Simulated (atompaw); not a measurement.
## What one change does to a pseudopotential (tellurium, PAW (atompaw))

```
Element                 : Te
Generator               : atompaw 4.2.0.5
Type                    : PAW
Functional              : PBE
Relativity              : scalar-relativistic
Frozen core             : [Kr] 4d10
Valence charge          : 6
Reference configuration : 5s2 5p2 (charge +2)
Partial waves           : 5s (bound): rc 1.85 bohr; 5s channel at -2 Ry: rc 1.85 bohr; 5p (bound): rc 1.85 bohr; 5p channel at 3.4 Ry: rc 1.55 bohr; 5d channel at 0.05 Ry: rc 1.85 bohr; 5d channel at 1.95 Ry: rc 1.85 bohr
Local potential         : ultrasoft scheme with l = 3 at -0.5 Ry, radius 1.45 bohr
Core correction         : smooth core density matched at 1.20 bohr
Augmentation charge     : besselshape compensation charge, radius 1.60 bohr; PAW radius 1.85 bohr; waves and projectors: custom rrkj gramschmidtortho
```

All-electron outer shells of the reference configuration (PBE, scalar-relativistic, ld1.x):

```json
{"shell": "5s", "level (eV)": "-32.71", "outermost node (bohr)": "0.91", "outermost maximum (bohr)": "1.75"}
{"shell": "5p", "level (eV)": "-22.30", "outermost node (bohr)": "0.99", "outermost maximum (bohr)": "2.04"}
```

Change: augmentation besselshape compensation charge, radius 1.60 bohr; PAW radius 1.85 bohr; waves and projectors: custom polynom vanderbiltortho.

Cutoffs: the cutoffs (Ry, on a coarse ladder) from which the occupation-weighted sum of valence levels, in a spherical-Bessel basis at the reference potential, stays within 10 and 1 mRy of its value at 400 Ry; they do not see the model core or the augmentation charge, which bear on the density cutoff.

Question: What does the change do?

Answer: The potential gets harder (15 Ry and 21 Ry → 18 Ry and 30 Ry); both files keep a bound ghost (d, p, s).

```tsv
quantity	base	changed
cutoff, loose	15 Ry	18 Ry
cutoff, tight	21 Ry	30 Ry
loose cutoff by channel (10 mRy a level)	s 6 Ry, p 12 Ry	s 15 Ry, p 15 Ry
bound ghosts	s, p, d	s, p, d
s: phases at 1.86 bohr within 0.05 rad from the reference energy up to (Ry; the scan ends near 5)	to the end of the scan	to the end of the scan
p: phases at 1.86 bohr within 0.05 rad from the reference energy up to (Ry; the scan ends near 5)	to the end of the scan	to the end of the scan
d: phases at 1.86 bohr within 0.05 rad from the reference energy up to (Ry; the scan ends near 5)	to the end of the scan	to the end of the scan
lowest overlap eigenvalue by channel	s 0.31, p 0.87, d 0.78	s 0.15, p 1.00, d 0.76
```

 A true bound ghost makes a file unfit for plane-wave use even where its test errors are small: the radial tests pick states by their node count and pass the ghost by. The cutoffs see the waves, projectors and local potential, not the compensation charge or the core.
